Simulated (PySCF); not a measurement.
## Computed properties of Si(F)(NH2) (FH2NSi), SMILES N[Si]F

Si(F)(NH2) (FH2NSi), SMILES N[Si]F (connectivity only; charge and spin as stated), neutral, multiplicity 1. Geometry: PBE0-D3(BJ)/def2-TZVP. One conformer was computed; it need not be the lowest. All values are computed for the isolated molecule unless a solvent is named; none is compared with measurement here.

**Structure.** The optimised structure has Cs symmetry. All 9 harmonic modes at PBE0-D3(BJ)/def2-TZVP (PySCF) are real, so it is a minimum. With heavy atoms numbered as in [Si:1]([F:2])[NH2:3], the shortest bond between them is Si1–F2 at 1.622 Å and the longest Si1–N3 at 1.702 Å.

**Vibrations.** The strongest infrared lines (harmonic, unscaled, degenerate partners summed) lie at 837 cm⁻¹ (143 km/mol, F 46 %, Si 42 %), 504 cm⁻¹ (138 km/mol, H 85 %, N 15 %), 873 cm⁻¹ (110 km/mol, N 48 %, Si 37 %, H 13 %). The softest mode is at 309 cm⁻¹ and the zero-point energy is 18.0 kcal/mol.

**Electronic structure.** M06-2X/def2-TZVPD (PySCF) places the frontier levels at -8.32 and -0.38 eV, a gap of 7.94 eV, and gives a dipole moment of 2.32 D and a mean polarisability of 39.2 bohr³.

**Excitations.** TDA-ωB97X/def2-SVPD (PySCF) has S1 at 5.52 eV (224 nm, f = 0.192, bright); the most intense of the 10 singlets computed lies at 8.21 eV (f = 0.38). T1 (TDA) is at 3.23 eV, 2.29 eV under S1. No vertical singlet excitation falls in the visible range (under 3.1 eV).

**NMR.** GIAO shifts at HF/pcSseg-2 (PySCF) (non-relativistic, atoms alike by connectivity averaged): ¹H at 3.9 ppm against TMS; ²⁹Si at 96.7 ppm against TMS; ¹⁹F at -25.7 ppm against CFCl3.
